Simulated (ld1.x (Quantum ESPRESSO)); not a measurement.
## Pseudopotential generation for silver (Ag): PAW, LDA (PZ), scalar-relativistic.

The input file (ld1.x (Quantum ESPRESSO) 7.5):

```
&input
   title='Ag', zed=47., rel=1, dft='PZ', iswitch=3,
   config='[Kr] 4d8 5s0 5p0',
   nld=3, rlderiv=2.85, eminld=-5.0, emaxld=5.0, deld=0.02
 /
 &inputp
   pseudotype=3, lpaw=.true., tm=.true., lloc=-1, rcloc=1.55,
   nlcc=.true.,
   which_augfun='BG', rmatch_augfun=1.35,
   file_pseudopw='Ag.UPF', file_wfcaegen='ae.wfc', file_wfcncgen='nc.wfc', file_beta='beta', file_chi='chi', file_wfcusgen='us.wfc'
 /
6
5S  1  0   0.00   0.00  1.65  2.05  0.0
5S  1  0   0.00   1.65  1.65  2.05  0.0
5P  2  1   0.00   0.00  2.40  2.60  0.0
5P  2  1   0.00  -1.00  2.40  2.60  0.0
4D  3  2   8.00   0.00  1.60  1.70  0.0
4D  3  2   0.00  -0.80  1.60  1.70  0.0
 &test
   configts(1)='4d8 5s0 5p0'
 /
```

Command:

```bash
ld1.x < Ag.in > Ag.out
```

The program printed (shortened: banner, matrices, multipoles, cross overlaps and the repeated all-electron block are left out):

```
Program LD1 v.7.5
     --------------------------- All-electron run ----------------------------

     Ag
     scalar relativistic calculation

     atomic number is 47.00
     dft =PZ   lsd =0 sic =0 latt =0  beta=0.20 tr2=1.0E-14
     Exchange-correlation= PZ
                           (   1   1   0   0   0   0   0)
     mesh =1237 r(mesh) =  99.46963 a.u. xmin = -7.00 dx = 0.01250
     1 Ry =  13.60569312 eV, c = 137.03599908

     n l     nl                  e(Ry)          e(Ha)          e(eV)
     1 0     1S 1( 2.00)     -1862.3508      -931.1754    -25338.5735
     2 0     2S 1( 2.00)      -276.7647      -138.3823     -3765.5750
     2 1     2P 1( 6.00)      -248.7127      -124.3564     -3383.9090
     3 0     3S 1( 2.00)       -53.0738       -26.5369      -722.1062
     3 1     3P 1( 6.00)       -43.8602       -21.9301      -596.7480
     4 0     4S 1( 2.00)        -9.8272        -4.9136      -133.7058
     4 1     4P 1( 6.00)        -7.1237        -3.5618       -96.9227
     3 2     3D 1(10.00)       -29.2865       -14.6433      -398.4634
     4 2     4D 1( 8.00)        -3.2315        -1.6158       -43.9674
     5 0     5S 1( 0.00)        -2.3339        -1.1669       -31.7537
     5 1     5P 1( 0.00)        -1.7518        -0.8759       -23.8344

     final scf error:  9.5E-15 reached in  20 iterations

     Etot =  -10617.346336 Ry,   -5308.673168 Ha, -144456.356023 eV

     Ekin =   11027.770395 Ry,    5513.885198 Ha,  150040.459826 eV
     Encl =  -25548.990258 Ry,  -12774.495129 Ha, -347611.721047 eV
     Eh   =    4189.583964 Ry,    2094.791982 Ha,   57002.193732 eV
     Exc  =    -285.710437 Ry,    -142.855219 Ha,   -3887.288534 eV

     normalization and overlap integrals

     s(1S/1S) =  1.000000  <r> =   0.0311  <r2> =    0.0013  r(max) =   0.0202
     s(2S/2S) =  1.000000  <r> =   0.1351  <r2> =    0.0215  r(max) =   0.1136
     s(2P/2P) =  1.000000  <r> =   0.1177  <r2> =    0.0169  r(max) =   0.0907
     s(3S/3S) =  1.000000  <r> =   0.3692  <r2> =    0.1559  r(max) =   0.3328
     s(3P/3P) =  1.000000  <r> =   0.3680  <r2> =    0.1573  r(max) =   0.3246
     s(4S/4S) =  1.000000  <r> =   0.9050  <r2> =    0.9276  r(max) =   0.8186
     s(4P/4P) =  1.000000  <r> =   0.9861  <r2> =    1.1122  r(max) =   0.8714
     s(3D/3D) =  1.000000  <r> =   0.3460  <r2> =    0.1426  r(max) =   0.2725
     s(4D/4D) =  1.000000  <r> =   1.2502  <r2> =    1.8477  r(max) =   1.0124
     s(5S/5S) =  1.000000  <r> =   2.3059  <r2> =    5.9511  r(max) =   2.0904
     s(5P/5P) =  1.000000  <r> =   2.6832  <r2> =    8.0804  r(max) =   2.3985

     ------------------------ End of All-electron run ------------------------

     --------------------- Generating PAW atomic setup --------------------

      Generating local potential from pseudized AE potential:
      Matching radius rcloc =   1.5500

      Local pseudo, rcloc= 1.568 Estimated cut-off energy=     9.52 Ry

      Computing core charge for nlcc:

       r > 0.81 : true rho core
       r < 0.81 : rho core = a sin(br)/r    a=  18.05  b=   2.65

      Integrated core pseudo-charge :  10.69
      Wfc-us  5S rcutus= 2.064  Estimated cut-off energy=    10.38 Ry
      Wfc-us  5S rcutus= 2.064  Estimated cut-off energy=    17.37 Ry
      Wfc-us  5P rcutus= 2.585  Estimated cut-off energy=    11.44 Ry
      Wfc-us  5P rcutus= 2.585  Estimated cut-off energy=    12.91 Ry
      Wfc-us  4D rcutus= 1.690  Estimated cut-off energy=    41.24 Ry
      Wfc-us  4D rcutus= 1.690  Estimated cut-off energy=    68.13 Ry

     Required augmentation: BG   radius:    1.350000
     Message from routine us2paw:
     WARNING: using Bloechl style augmentation functions is not a good idea, as analytical overlap are not implemented in pwscf: use BESSEL or GAUSS instead.
     Message from routine us2paw:
     WARNING: using Bloechl style augmentation functions is not a good idea, as analytical overlap are not implemented in pwscf: use BESSEL or GAUSS instead.
     Message from routine us2paw:
     WARNING: using Bloechl style augmentation functions is not a good idea, as analytical overlap are not implemented in pwscf: use BESSEL or GAUSS instead.
     Message from routine us2paw:
     WARNING: using Bloechl style augmentation functions is not a good idea, as analytical overlap are not implemented in pwscf: use BESSEL or GAUSS instead.
     [... 1 repeated lines left out ...]
     WARNING: using Bloechl style augmentation functions is not a good idea, as analytical overlap are not implemented in pwscf: use BESSEL or GAUSS instead.
     [... 1 repeated lines left out ...]
     WARNING: using Bloechl style augmentation functions is not a good idea, as analytical overlap are not implemented in pwscf: use BESSEL or GAUSS instead.
     [... 1 repeated lines left out ...]
     WARNING: using Bloechl style augmentation functions is not a good idea, as analytical overlap are not implemented in pwscf: use BESSEL or GAUSS instead.
     [... 1 repeated lines left out ...]
     WARNING: using Bloechl style augmentation functions is not a good idea, as analytical overlap are not implemented in pwscf: use BESSEL or GAUSS instead.
     [... 1 repeated lines left out ...]
     WARNING: using Bloechl style augmentation functions is not a good idea, as analytical overlap are not implemented in pwscf: use BESSEL or GAUSS instead.
     [... 1 repeated lines left out ...]
     WARNING: using Bloechl style augmentation functions is not a good idea, as analytical overlap are not implemented in pwscf: use BESSEL or GAUSS instead.
     [... 1 repeated lines left out ...]
     WARNING: using Bloechl style augmentation functions is not a good idea, as analytical overlap are not implemented in pwscf: use BESSEL or GAUSS instead.
     [... 1 repeated lines left out ...]
     WARNING: using Bloechl style augmentation functions is not a good idea, as analytical overlap are not implemented in pwscf: use BESSEL or GAUSS instead.
     [... 1 repeated lines left out ...]
     WARNING: using Bloechl style augmentation functions is not a good idea, as analytical overlap are not implemented in pwscf: use BESSEL or GAUSS instead.
     [... 1 repeated lines left out ...]
     WARNING: using Bloechl style augmentation functions is not a good idea, as analytical overlap are not implemented in pwscf: use BESSEL or GAUSS instead.
     [... 1 repeated lines left out ...]
     WARNING: using Bloechl style augmentation functions is not a good idea, as analytical overlap are not implemented in pwscf: use BESSEL or GAUSS instead.
     [... 1 repeated lines left out ...]
     WARNING: using Bloechl style augmentation functions is not a good idea, as analytical overlap are not implemented in pwscf: use BESSEL or GAUSS instead.
     [... 1 repeated lines left out ...]
     WARNING: using Bloechl style augmentation functions is not a good idea, as analytical overlap are not implemented in pwscf: use BESSEL or GAUSS instead.
     [... 1 repeated lines left out ...]
     WARNING: using Bloechl style augmentation functions is not a good idea, as analytical overlap are not implemented in pwscf: use BESSEL or GAUSS instead.
     [... 1 repeated lines left out ...]
     WARNING: using Bloechl style augmentation functions is not a good idea, as analytical overlap are not implemented in pwscf: use BESSEL or GAUSS instead.
     [... 1 repeated lines left out ...]
     WARNING: using Bloechl style augmentation functions is not a good idea, as analytical overlap are not implemented in pwscf: use BESSEL or GAUSS instead.
     [... 1 repeated lines left out ...]
     WARNING: using Bloechl style augmentation functions is not a good idea, as analytical overlap are not implemented in pwscf: use BESSEL or GAUSS instead.
     [... 1 repeated lines left out ...]
     WARNING: using Bloechl style augmentation functions is not a good idea, as analytical overlap are not implemented in pwscf: use BESSEL or GAUSS instead.
     [... 1 repeated lines left out ...]
     WARNING: using Bloechl style augmentation functions is not a good idea, as analytical overlap are not implemented in pwscf: use BESSEL or GAUSS instead.
     [... 1 repeated lines left out ...]
     WARNING: using Bloechl style augmentation functions is not a good idea, as analytical overlap are not implemented in pwscf: use BESSEL or GAUSS instead.
     [... 1 repeated lines left out ...]
     WARNING: using Bloechl style augmentation functions is not a good idea, as analytical overlap are not implemented in pwscf: use BESSEL or GAUSS instead.
     [... 1 repeated lines left out ...]
     WARNING: using Bloechl style augmentation functions is not a good idea, as analytical overlap are not implemented in pwscf: use BESSEL or GAUSS instead.
     Gaussians generated with zeta:    16.977452

     Estimated PAW energy = -340.092722 Ryd

     ------------------- End of pseudopotential generation -------------------

     Computing logarithmic derivative in   2.83948
     Computing logarithmic derivative in   2.83948
     Computing the partial wave expansion
     R is outside the sphere for l=    0 j= 0.00
     R is outside the sphere for l=    0 j= 0.00
     R is outside the sphere for l=    1 j= 0.00
     R is outside the sphere for l=    1 j= 0.00
     R is outside the sphere for l=    2 j= 0.00
     R is outside the sphere for l=    2 j= 0.00

     ---------------------- Testing the pseudopotential ----------------------

     Ag
     scalar relativistic calculation

     atomic number is 47.00   valence charge is 11.00
     dft = SLA  PZ   NOGX NOGC   lsd =0 sic =0 latt =0  beta=0.20 tr2=1.0E-14
     mesh =1237 r(mesh) =  99.46963 xmin = -7.00 dx = 0.01250

     n l     nl             e AE (Ry)        e PS (Ry)    De AE-PS (Ry)
     3 2     4D   1( 8.00)       -3.23155       -3.23156        0.00001
     1 0     5S   1( 0.00)       -2.33385       -2.33386        0.00001
     2 1     5P   1( 0.00)       -1.75179       -1.75180        0.00000

     eps = 7.4E-18  iter =  4

     Etot =  -10617.346336 Ry,   -5308.673168 Ha, -144456.356023 eV
     Etotps =  -340.092754 Ry,    -170.046377 Ha,   -4627.197646 eV

     Ekin =     146.504400 Ry,      73.252200 Ha,    1993.293901 eV
     Encl =    -247.226415 Ry,    -123.613208 Ha,   -3363.686740 eV
     Ehrt =      46.339677 Ry,      23.169839 Ha,     630.483428 eV
     Ecxc =    -285.710415 Ry,    -142.855208 Ha,   -3887.288235 eV
     (Ecc =     -18.236703 Ry,      -9.118352 Ha,    -248.122991 eV)

     ---------------------- End of pseudopotential test ----------------------
```

Note: ghost state, extra bound levels that the all-electron valence spectrum of the same l lacks: s at -86.4 eV. A true bound ghost makes a file unfit for plane-wave use.

Generation and configuration tests took about 5.2 s on one core of a shared server CPU.
